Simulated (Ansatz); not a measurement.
The multiplicity is imposed and other spin states were not computed.

Level of theory: PBE-D3(BJ)/def2-SVP (Ansatz, an electronic-structure program). No frequencies were computed at this level.

Ansatz 0.2 input:
```yaml
crystal:
  periodic: [false, false, false]
  atoms:
    - { symbol: Au, position_ang: [0.055644, -0.091783, -0.074367] }
    - { symbol: O, position_ang: [-0.679737, 1.537932, 1.389836] }
    - { symbol: H, position_ang: [-1.051974, 1.094876, 2.157498] }
    - { symbol: H, position_ang: [-1.387324, 2.007731, 0.939814] }
    - { symbol: H, position_ang: [0.505116, -1.099231, -1.004924] }
basis:
  gaussian: { orbitals: def2-svp }
hamiltonian:
  xc: pbe
  dispersion: d3bj
relax:
  max_steps: 150
```

Output:

```
Functional definition: PBE
637 factors; their error is unknown
mean field evaluation 1: about -5782.1722 eV, gradient 5.0e1 eV
mean field evaluation 2: about -5771.2254 eV, gradient 9.1e1 eV
mean field evaluation 4: about -5786.7326 eV, gradient 3.2e0 eV
mean field evaluation 8: about -5786.7354 eV, gradient 9.1e-2 eV
mean field -5786.73540694 eV, -212.6586038149 hartree, gradient 2.2e-5 eV, S^2 0.000000; 0 other end points of the search recorded, 0 dependent functions left out
reference -5786.73544481 eV, -212.6586052067 hartree; 15, 15 occupied and 46, 46 virtual orbitals, 637 factors
relax step   1: F+E_penalty+E_count = -5786.79444514 eV  Δ(F+E_penalty+E_count) = +0.000e0 eV  max|allowed force component| = 2.042e0 eV/Å  Δτ_max = 0.0000 Å  (24 SCF iters, accepted)
these checks for a lower state are left out or cut short: starts, cluster_reference, orbital_swaps, neighbouring_geometries, increment
637 factors; their error is unknown
mean field evaluation 16: about -5786.8504 eV, gradient 2.4e1 eV
mean field -5786.88887543 eV, -212.6642436778 hartree, gradient 1.2e-5 eV, S^2 0.000000; 0 other end points of the search recorded, 0 dependent functions left out
reference -5786.88891346 eV, -212.6642450756 hartree; 15, 15 occupied and 46, 46 virtual orbitals, 637 factors
relax step   2: F+E_penalty+E_count = -5786.94773265 eV  Δ(F+E_penalty+E_count) = -1.533e-1 eV  max|allowed force component| = 4.965e-1 eV/Å  Δτ_max = 0.0731 Å  (27 SCF iters, accepted)
these checks for a lower state are left out or cut short: starts, cluster_reference, orbital_swaps, neighbouring_geometries, increment
637 factors; their error is unknown
mean field -5786.89524162 eV, -212.6644776310 hartree, gradient 2.2e-5 eV, S^2 0.000000; 0 other end points of the search recorded, 0 dependent functions left out
reference -5786.89527975 eV, -212.6644790323 hartree; 15, 15 occupied and 46, 46 virtual orbitals, 637 factors
relax step   3: F+E_penalty+E_count = -5786.95427518 eV  Δ(F+E_penalty+E_count) = -6.543e-3 eV  max|allowed force component| = 1.588e-1 eV/Å  Δτ_max = 0.0227 Å  (26 SCF iters, accepted)
these checks for a lower state are left out or cut short: starts, cluster_reference, orbital_swaps, neighbouring_geometries, increment
637 factors; their error is unknown
mean field evaluation 32: about -5786.8966 eV, gradient 7.1e-2 eV
mean field -5786.89659239 eV, -212.6645272711 hartree, gradient 1.9e-5 eV, S^2 0.000000; 0 other end points of the search recorded, 0 dependent functions left out
reference -5786.89663053 eV, -212.6645286724 hartree; 15, 15 occupied and 46, 46 virtual orbitals, 637 factors
relax step   4: F+E_penalty+E_count = -5786.95558551 eV  Δ(F+E_penalty+E_count) = -1.310e-3 eV  max|allowed force component| = 1.675e-2 eV/Å  Δτ_max = 0.0099 Å  (25 SCF iters, accepted)
these checks for a lower state are left out or cut short: starts, cluster_reference, orbital_swaps, neighbouring_geometries, increment
637 factors; their error is unknown
mean field -5786.89662657 eV, -212.6645285271 hartree, gradient 9.6e-6 eV, S^2 0.000000; 0 other end points of the search recorded, 0 dependent functions left out
reference -5786.89666471 eV, -212.6645299286 hartree; 15, 15 occupied and 46, 46 virtual orbitals, 637 factors
relax step   5: F+E_penalty+E_count = -5786.95561542 eV  Δ(F+E_penalty+E_count) = -2.992e-5 eV  max|allowed force component| = 5.086e-3 eV/Å  Δτ_max = 0.0015 Å  (21 SCF iters, accepted)
637 factors; their error is unknown
mean field -5786.89662657 eV, -212.6645285271 hartree, gradient 9.6e-6 eV, S^2 0.000000; 1 other end points of the search recorded, 0 dependent functions left out
reference -5786.89666471 eV, -212.6645299286 hartree; 15, 15 occupied and 46, 46 virtual orbitals, 637 factors
Total energy: -5786.95565356 eV, -212.6666977289 hartree
Atom 0 at     0.050660    -0.059049    -0.058013 Å, force     0.000666    -0.001139    -0.001009 eV/Å
Atom 1 at    -0.665470     1.542470     1.385088 Å, force     0.001053     0.005086     0.003669 eV/Å
Atom 2 at    -1.067019     1.100797     2.159401 Å, force    -0.000578    -0.001788    -0.000602 eV/Å
Atom 3 at    -1.406373     2.023948     0.966618 Å, force    -0.000803    -0.001236    -0.001389 eV/Å
Atom 4 at     0.529928    -1.158640    -1.045237 Å, force    -0.000338    -0.000923    -0.000669 eV/Å
Dipole moment:    -0.596932     0.541252     0.588674 e Å
```

Cost: very roughly 5 core-seconds.
